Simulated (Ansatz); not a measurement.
Input for Ansatz (a program for electronic structure): R-wB97M-V/def2-TZVPPD on BrH7Si2 (a complex), monomers drawn apart or pushed together. Files ending in .json are basis or fitting sets from the Basis Set Exchange.

Ansatz 0.2 input:
```yaml
crystal:
  periodic: [false, false, false]
  atoms:
    - {symbol: Br, position_ang: [-0.49929743, 0.26644676, -0.20399063]}
    - {symbol: H, position_ang: [0.26136496, -0.57131658, 0.66736226]}
    - {symbol: Si, position_ang: [0.97290129, -1.16029232, 5.30588282]}
    - {symbol: Si, position_ang: [-0.55571500, 0.61598933, 5.40486012]}
    - {symbol: H, position_ang: [2.26749871, -0.77763128, 5.91865528]}
    - {symbol: H, position_ang: [1.24241629, -1.55218860, 3.89552888]}
    - {symbol: H, position_ang: [0.44175167, -2.35337654, 6.00758884]}
    - {symbol: H, position_ang: [-0.78824017, 0.96619879, 6.82760408]}
    - {symbol: H, position_ang: [-1.84310782, 0.22063395, 4.78912489]}
    - {symbol: H, position_ang: [-0.01388483, 1.79978342, 4.69932369]}
basis:
  gaussian:
    orbitals: def2-TZVPPD.json
hamiltonian:
  xc: {name: wB97M-V}
scf: {lower_state_search: off}
```

Q: Give the final energy of this run.

A: -3157.1329 hartree.

Q: How many basis functions does it have, and what does it roughly cost on one machine?

A: 272 functions; roughly 15 core-seconds.
